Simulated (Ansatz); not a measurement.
# Ligand exchange: Si(CH3)2Cl2 + CCl3F → Si(CH3)Cl3 + C2H3Cl2F

Species: Si(CH3)2Cl2 (dichlorodimethylsilane), singlet; CCl3F (trichlorofluoromethane) `FC(Cl)(Cl)Cl`, singlet; Si(CH3)Cl3, singlet; C2H3Cl2F (1,1-dichloro-1-fluoroethane) `CC(F)(Cl)Cl`, singlet. The partners trade CH3 for Cl: Si–CH3 and C–Cl bonds give way to Si–Cl and C–CH3.

Shapes, held fixed at every level: PBE0-D4/def2-TZVP. Programs: Ansatz 0.2.0. The zero-point and thermal change to 298 K, harmonic and unscaled (PBE0-D4/def2-TZVP), is +6.0 kJ/mol.

```
               level                   kind  ΔH(298 K) (kJ/mol)  less CCSD(T)/CBS estimate
         HF/def2-SVP           Hartree–Fock              -174.1                      -23.4
       HF/def2-TZVPP           Hartree–Fock              -167.2                      -16.5
r2SCAN-D4/def2-TZVPP               meta-GGA              -147.5                       +3.2
 B3LYP-D4/def2-TZVPP          global hybrid              -146.4                       +4.3
        MP2/def2-SVP    perturbation theory              -156.4                       -5.7
       CCSD/def2-SVP  coupled cluster or CI              -158.1                       -7.4
CCSD(T)/CBS estimate  coupled cluster or CI              -150.7                        0.0
```

The highest level, CCSD(T)/CBS estimate, gives ΔH(298 K) = -150.7 kJ/mol; the levels span -174.1 to -146.4. The column of differences is taken from that level and isn't an error. No measured value is set beside it here. The CBS estimate extrapolates MP2 from def2-TZVPP and def2-QZVPP and adds CCSD(T) − MP2 in the triple-zeta set, cores frozen.
